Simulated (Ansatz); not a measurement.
Ansatz (a program for electronic structure) input (PBE0/def2-QZVPP):
A basis named .json is the Basis Set Exchange file of that set.

Ansatz 0.2 input:
```yaml
crystal:
  periodic: [false, false, false]
  atoms:
    - {symbol: C, position_ang: [-2.01424121, -0.17496676, 0.20518198]}
    - {symbol: C, position_ang: [-0.67017546, -0.81980269, -0.13592198]}
    - {symbol: B, position_ang: [0.59177959, 0.20064795, -0.01955574]}
    - {symbol: O, position_ang: [0.54168981, 1.44386595, 0.32808020]}
    - {symbol: O, position_ang: [1.82302818, -0.48610435, -0.36693652]}
    - {symbol: H, position_ang: [-2.86147915, -0.87061762, 0.12742879]}
    - {symbol: H, position_ang: [-2.20956245, 0.67462914, -0.45405854]}
    - {symbol: H, position_ang: [-1.99759190, 0.23011171, 1.22010987]}
    - {symbol: H, position_ang: [-0.70469205, -1.23937155, -1.15155415]}
    - {symbol: H, position_ang: [-0.49582728, -1.68623835, 0.51808899]}
    - {symbol: H, position_ang: [2.49901103, 0.19477078, -0.26694564]}
basis:
  gaussian:
    orbitals: def2-QZVPP.json
hamiltonian:
  xc: {name: PBE0}
total_charge: -1
```

End of the output:

```
integrals: 0.50 GiB planned
1279 factors; their error is unknown
0.68 GiB of the device are held for the grids
2.64 GiB of device memory are held for the factors and their scratch space
mean field: 3.81 GiB planned
mean field evaluation 1: about -6933.7666 eV, gradient 6.1e1 eV
mean field evaluation 2: about -6915.4581 eV, gradient 1.1e2 eV
mean field evaluation 4: about -6941.1441 eV, gradient 5.7e0 eV
mean field evaluation 8: about -6941.2046 eV, gradient 2.6e-1 eV
mean field evaluation 16: about -6941.2053 eV, gradient 1.7e-4 eV
mean field -6941.20526713 eV, -255.0845886491 hartree, gradient 7.2e-5 eV, S^2 0.000000; 0 other end points of the search recorded, 0 dependent functions left out
reference -6941.20530922 eV, -255.0845901958 hartree; 20, 20 occupied and 445, 445 virtual orbitals, 1279 factors
Total energy: -6941.20530922 eV, -255.0845901958 hartree
```

It need not be the lowest isomer of its formula. Whether it binds its extra electron was not tested at this geometry.
